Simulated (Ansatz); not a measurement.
Input for Ansatz (a first-principles code): U-wB97X-V/def2-TZVPP on RuN, 2S+1 = 6, a spin state set in the input, which need not be the lowest, a point of a bond scan (R = 1.719 Å). Elements past Kr take the def2 small-core potentials; no spin–orbit coupling.

Ansatz 0.2 input:
```yaml
crystal:
  periodic: [false, false, false]
  atoms:
    - {symbol: Ru, position_ang: [0.00000000, 0.00000000, 0.00000000]}
    - {symbol: N, position_ang: [0.00000000, 0.00000000, 1.71914300]}
basis:
  gaussian:
    orbitals: def2-TZVPP
    pivot_positions_ang: [[0.00000000, 0.00000000, 0.00000000], [0.00000000, 0.00000000, 1.71914300]]
hamiltonian:
  xc: {name: wB97X-V}
magnetization: {spin_polarized: true, initial_magnetization: 5}
output: {forces: true, orbitals: {seedname: ./end}}
```

It printed:

```
WARN ansatz: RAYON_NUM_THREADS=1 ignored (pool sized by the plan → 1); use --threads N
Functional definition: wB97X-V
integrals: 0.03 GiB planned
512 factors; their error is unknown
integrals: 0.06 GiB planned
108 factors; integrals over basis functions are off by at most 3.0e-5 eV
mean field: 0.39 GiB planned
mean field evaluation 1: about -4060.4040 eV, gradient 3.8e1 eV
mean field evaluation 2: about -4037.7932 eV, gradient 7.9e1 eV
mean field evaluation 4: about -4066.4728 eV, gradient 3.6e0 eV
mean field evaluation 8: about -4066.5576 eV, gradient 9.5e-2 eV
mean field evaluation 16: about -4066.5725 eV, gradient 1.6e-3 eV
mean field -4066.57252243 eV, -149.4437837775 hartree, gradient 3.6e-5 eV, S^2 8.769416; 1 other end points of the search recorded, 0 dependent functions left out
the calculation of the forces begins
reference -4066.57252336 eV, -149.4437838118 hartree; 14, 9 occupied and 73, 78 virtual orbitals, 512 factors
Total energy: -4066.57252336 eV, -149.4437838118 hartree
Atom 0 at     0.000000     0.000000     0.000000 Å, force    -0.000000    -0.000000     0.355701 eV/Å
Atom 1 at     0.000000     0.000000     1.719143 Å, force    -0.000000    -0.000000    -0.355701 eV/Å
Dipole moment:    -0.000000    -0.000000    -0.783512 e Å
```

The calculation finished and met its thresholds.

Cost: about 8 core-seconds (a rough figure).
